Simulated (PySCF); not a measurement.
InClBr2, SMILES [Cl][In]([Br])[Br]. Heavy atoms are numbered as in [In:1]([Cl:2])([Br:3])[Br:4].

Geometry optimised at B3LYP-D3(BJ)/def2-SVP. The structure was generated by enumeration; whether it is a known compound was not checked. The def2 effective core potentials stand for the cores of In; spin–orbit coupling is left out.

All values below come from PySCF with r2SCAN/def2-TZVP.

ESP charges are fitted to the potential on shells at 1.4 to 2.0 van der Waals radii. Atomic charges (e), one atom of each kind:

```tsv
atom	ESP fit	Löwdin	Mulliken
In1	0.56	-0.38	0.90
Cl2	-0.22	0.10	-0.33
Br3	-0.17	0.14	-0.28
```
